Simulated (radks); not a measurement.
All-electron atom: Tl I in [Hg] 6p0.5 7s0.5 (fractional occupations, a model configuration). All-electron calculation, Dirac Kohn-Sham, LDA (Slater exchange, Perdew-Wang correlation), spin-unpolarised, spherical densities, finite nucleus; open shells are shared between the two j in proportion to 2j + 1; Fermi nuclear charge, rms radius 5.4759 fm. Program: a radial shooting solver on a logarithmic mesh with Libxc functionals.

Radial electron density D(r) = 4 pi r^2 rho(r):

r (bohr),D(r) (e/bohr)
0.002862,48.39
0.003386,58.31
0.004005,69.18
0.004738,80.61
0.005604,91.97
0.00663,102.4
0.007905,111.3
0.009352,116.7
0.01106,118.5
0.01309,116.6
0.01548,112.0
0.01831,107.0
0.02184,104.7
0.02583,108.3
0.03056,118.5
0.03614,133.1
0.04276,146.4
0.05099,151.6
0.06031,144.9
0.07135,131.0
0.0844,120.6
0.09984,122.6
0.1181,134.7
0.1408,142.4
0.1666,130.6
0.1971,104.2
0.2331,83.05
0.2758,81.70
0.3262,91.80
0.389,92.43
0.4601,75.32
0.5443,51.61
0.6439,34.52
0.7617,26.86
0.9083,23.19
1.074,19.12
1.271,14.05
1.503,9.387
1.779,5.943
2.104,3.647
2.509,2.091
2.968,1.147
3.511,0.5804
4.153,0.2828
4.912,0.1533
5.811,0.1079
6.929,0.09083
8.197,0.07513
9.697,0.05299
11.47,0.02962
13.57,0.01246
16.05,0.003783
19.14,0.0007355
22.64,0.0001026

D(r) has 4 maxima, at r = 0.0110, 0.0502, 0.140, 0.359 bohr, and minima at 0.0217, 0.0893, 0.255 bohr, inside which lie 2.04, 11.00, 30.00 electrons.
